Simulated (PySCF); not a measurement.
SiEt(OMe)3, C5H14O3Si.
SMILES: `CC[Si](OC)(OC)OC`

The closed-shell ground state was solved at several levels (PySCF, density fitting, gas phase, non-relativistic). Geometry: PBE0-D3(BJ)/def2-SVP, one conformer, isolated molecule.

```
          level  basis functions  HOMO (eV)  LUMO (eV)  gap (eV)  dipole (D)
   KT2/pcSseg-1              230      -6.46       0.20      6.66        1.13
B3LYP/def2-SVPD              305      -7.66       0.24      7.90        1.10
```

Task: What might PBE0/pcSseg-1 (230 basis functions) give for the same quantities?

Result: HOMO -7.82 eV, LUMO 1.23 eV, gap 9.05 eV, dipole 1.24 D.

Task: Over all these levels, which gives the widest orbital gap and which the narrowest?

Result: PBE0/pcSseg-1 (global hybrid, 25 % exact exchange) has the widest, 9.05 eV, and KT2/pcSseg-1 (GGA) the narrowest, 6.66 eV. The two share the basis. From the narrowest to the widest the HOMO moves by -1.36 eV and the LUMO by +1.03 eV.

Task: How far do the dipole and the HOMO energy spread over the levels?

Result: The dipole runs from 1.10 to 1.24 D (mean 1.16 D) and the HOMO from -7.82 to -6.46 eV.
